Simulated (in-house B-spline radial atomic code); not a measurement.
**Ionising Ga+ with different functionals**

Computed with an all-electron radial atomic-structure program (B-spline basis): four-component Dirac-Coulomb Hamiltonian, Fermi nucleus of rms radius 3.9973 fm, spin-restricted, spherical fractional occupations for the functionals. The ionisation energy is the difference of two self-consistent energies, [Ar] 3d10 4s2 → [Ar] 3d10 4s1, without Breit or QED terms; ε is the level of the shell that loses the electron (mean over j).

Hybrids are left out here: with spherical fractional occupations of an open shell their exact exchange keeps a self-interaction that integer-occupation calculations don't have.

```csv
method,rung,ΔSCF (eV),-ε(4s) (eV)
LDA VWN5,LDA,21.50,16.65
relativistic LDA,LDA,21.47,16.63
LDA PW92,LDA,21.50,16.65
LDA exchange-only,LDA,20.27,15.44
PBE,GGA,21.13,16.33
PBEsol,GGA,21.14,16.36
BLYP,GGA,21.24,16.37
RPBE,GGA,20.95,16.19
PW91,GGA,21.22,16.42
BP86,GGA,21.34,16.54
AM05,GGA,21.09,16.31
OLYP,GGA,20.68,15.96
```

**Question.** How do they compare with the NIST value?

**Answer.** NIST lists 20.515 eV (measured, ground level to ground level). Errors run from -0.25 to +0.98 eV; OLYP is closest (+0.16 eV), but part of that can be cancellation, since the calculations leave out Breit-QED terms, spin polarisation.
